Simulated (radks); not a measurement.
Question: The strontium ion Sr4+ is in [Ar] 3d10 4s2 4p4. All-electron calculation, non-relativistic Kohn-Sham, PBE, spin-polarised, spherical densities, point nucleus. Program: a radial shooting solver on a logarithmic mesh with Libxc functionals. Open shells are filled with parallel spins first. One electron is removed from 4p, 4s, 3d, 3p in turn, with full relaxation. Which removal costs least, and what does each cost?

Answer: 4p 69.915 eV; 4s 88.434 eV; 3d 194.76 eV; 3p 317.20 eV. The 4p electron leaves first.
